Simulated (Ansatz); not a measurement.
Start from `CCBB[SiH3]` and change one atom or group to get `CCBSC`.

Ansatz, PBE0-D4/def2-TZVP geometries, multiplicity 1. Each molecule was computed in one conformer, which needn't be the lowest.

```csv
property,`CCBB[SiH3]`
HOMO energy (PBE0/def2-TZVPP) / eV,-7.66
HOMO energy (PBE/def2-TZVPP) / eV,-6.43
HOMO–LUMO gap (PBE0/def2-TZVPP) / eV,5.59
HOMO energy (ωB97M-V/def2-TZVPP) / eV,-9.84
LUMO energy (B3LYP/def2-TZVPP) / eV,-2.24
LUMO energy (PBE/def2-TZVPP) / eV,-3.01
```

Question: What does the change do to each property? (Estimate.)

Answer: The calculation gave: 
```csv
property,`CCBSC`,shift
HOMO energy (PBE0/def2-TZVPP) / eV,-7.48,0.18
HOMO energy (PBE/def2-TZVPP) / eV,-6.36,0.07
HOMO–LUMO gap (PBE0/def2-TZVPP) / eV,6.82,1.23
HOMO energy (ωB97M-V/def2-TZVPP) / eV,-9.66,0.18
LUMO energy (B3LYP/def2-TZVPP) / eV,-0.85,1.39
LUMO energy (PBE/def2-TZVPP) / eV,-1.59,1.42
```

With PBE0 the HOMO rises by 0.18 eV and the LUMO rises by 1.41 eV, so the gap widens by about 1.23 eV. PBE moves the HOMO by 0.07 eV and ωB97M-V by 0.18 eV.

B3LYP here is the variant with VWN-RPA as its local correlation; programs differ in this.
